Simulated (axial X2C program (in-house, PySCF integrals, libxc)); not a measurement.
CaP: from the spin-free to the two-component result

All values were computed with an axial X2C code built on PySCF integrals. Spin-free means the one-electron spin-free X2C Hamiltonian; two-component (2c) means X2C with spin–orbit coupling and atomic mean-field two-electron Coulomb and Gaunt terms, so the difference of the two also holds small scalar two-electron terms. Basis: Ca dyall-cv3z [11s12p6d4f], P dyall-v3z [8s7p2d1f] (cores contracted in-house); Gaussian nuclei, density fitting, unrestricted open shells. Masses: Ca 39.963 u, P 30.974 u.

Spin-free state: M_S = 1/2, Λ = 1 (beyond evenly filled blocks: π+α, π+β, π-α); fragments Ca + P.

| level | Re (Å) | ωe (cm⁻¹) | De (eV) | μ (D) |
| --- | --- | --- | --- | --- |
| PBE0 | 2.508 | 358.9 | 1.280 | -7.36 |
| HF | 2.689 | 299.2 | 0.123 | -4.24 |
| CCSD | 2.608 | 320.7 | 0.542 | n/a |
| CCSD(T) | 2.597 | 324.0 | 0.575 | n/a |

Correlated methods: 15 electrons correlated (number of frozen shells: Ca 2 s, 1 p; P 2 s, 1 p), 221 virtual spin orbitals or spinors in MP2, 90 natural virtuals in coupled cluster.

Dipoles are positive if P is the positive end.

Within this multiplet, which Ω should lie lowest by the rule for regular and inverted multiplets?

The open π shell holds three electrons, one hole, so the multiplet is inverted: Ω = Λ + 1/2 = 3/2. The PBE0 2c search agrees, though Ω = 1/2 of the search lies only 0.02 eV higher.

Two-component determinant lowest at the distance of the search:

Ω = 3/2 (⟨Sz⟩ = 0.50, ⟨Lz⟩ = 1.00 at HF); fragments Ca + P.

| level | Re (Å) | ωe (cm⁻¹) | De (eV) | μ (D) |
| --- | --- | --- | --- | --- |
| PBE0 | 2.508 | 358.9 | 1.292 | -7.35 |
| HF | 2.689 | 299.2 | 0.134 | -4.24 |
| CCSD | 2.608 | 320.7 | 0.554 | n/a |
| CCSD(T) | 2.597 | 323.9 | 0.586 | n/a |

From the two tables, how do the constants change at the CCSD(T) level (2c against spin-free)?

At the CCSD(T) level Re is unchanged within 0.001 Å and ωe stays the same within 0.2 cm⁻¹; De changes by 0.011 eV.

De is counted from the lowest determinant-based energies of the atoms at the same level, without counterpoise correction. Density functionals use the spin component along the axis (collinear). Coupled cluster ran in a truncated set of natural virtual spinors; the MP2 energy of the rest was added. (T) has no such correction and the atoms are truncated less, which lowers De at CCSD(T) by a hundredth of an eV or more. The functionals have no current-density term, which raises determinants with orbital currents, atoms included. The state is one determinant with fixed occupations, lowest in a PBE0 search at one distance only: followed along the bond, the spin-free determinant M_S = 3/2, Λ = 0 reaches 0.08 eV lower at PBE0, at Re = 2.759 Å, so the state shown is not the lowest. The determinant is spin-polarised beyond a pure state at some levels (its spin-free form has ⟨S²⟩ too high), which makes Re and μ there less reliable.
